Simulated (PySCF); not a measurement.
# `CSC(=C=CC#N)C#N`, C6H4N2S

Molfile (atoms numbered from 1):
```
C6H4N2S
     RDKit          3D

 13 12  0  0  0  0  0  0  0  0999 V2000
    2.1875   -0.1452    0.1993 C   0  0  0  0  0  0  0  0  0  0  0  0
    1.8246    1.6132    0.2992 S   0  0  0  0  0  0  0  0  0  0  0  0
    0.0936    1.5972   -0.0667 C   0  0  0  0  0  0  0  0  0  0  0  0
   -0.6087    0.5293   -0.3884 C   0  0  0  0  0  0  0  0  0  0  0  0
   -1.2947   -0.5489   -0.6982 C   0  0  0  0  0  0  0  0  0  0  0  0
   -1.9101   -1.3841    0.2868 C   0  0  0  0  0  0  0  0  0  0  0  0
   -2.4013   -2.0818    1.0713 N   0  0  0  0  0  0  0  0  0  0  0  0
   -0.5375    2.8808    0.0094 C   0  0  0  0  0  0  0  0  0  0  0  0
   -1.0280    3.9286    0.0715 N   0  0  0  0  0  0  0  0  0  0  0  0
    2.0115   -0.5321   -0.8143 H   0  0  0  0  0  0  0  0  0  0  0  0
    1.5936   -0.7123    0.9305 H   0  0  0  0  0  0  0  0  0  0  0  0
    3.2537   -0.2419    0.4440 H   0  0  0  0  0  0  0  0  0  0  0  0
   -1.4187   -0.8511   -1.7475 H   0  0  0  0  0  0  0  0  0  0  0  0
  1  2  1  0
  2  3  1  0
  3  4  2  0
  4  5  2  0
  5  6  1  0
  6  7  3  0
  3  8  1  0
  8  9  3  0
  1 10  1  0
  1 11  1  0
  1 12  1  0
  5 13  1  0
M  END
```

Method: PySCF 2.14.0, quadratic response CAM-B3LYP/aug-cc-pVDZ first hyperpolarisability, Taylor convention, gas phase. Geometry: PBE0-D3(BJ)/def2-SVP.

Task: Give the tensor of the second harmonic β(−2ω;ω,ω) at 1907 nm in the axes of these coordinates.

Result: In au, Taylor convention; rows are the first index (the induced dipole):
```tsv
	xx	yy	zz	xy	xz	yz
x	+189.1	-36.8	-11.9	+24.1	+60.8	+7.5
y	+29.4	-66.6	-4.8	-32.9	+8.7	-1.9
z	+61.0	-2.5	-1.8	+7.8	-11.5	-4.9
```
Norm of βᵢ = ⅓ Σⱼ (βᵢⱼⱼ + βⱼᵢⱼ + βⱼⱼᵢ): 160.7 au, hyper-Rayleigh value 86.2 au.
